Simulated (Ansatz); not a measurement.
Name a neutral molecule of Al, C, O, Si and H with HOMO energy (ωB97M-V/def2-TZVPP) between -8.60 and -8.30 eV and HOMO energy (PBE/def2-TZVPP) between -5.45 and -5.15 eV (Ansatz, PBE0-D4/def2-TZVP geometry).

`[SiH3][Al]1[CH2][O]1` (-8.48 eV, -5.16 eV). Other molecules can fit too; these were computed, each in one conformer that needn't be the lowest.
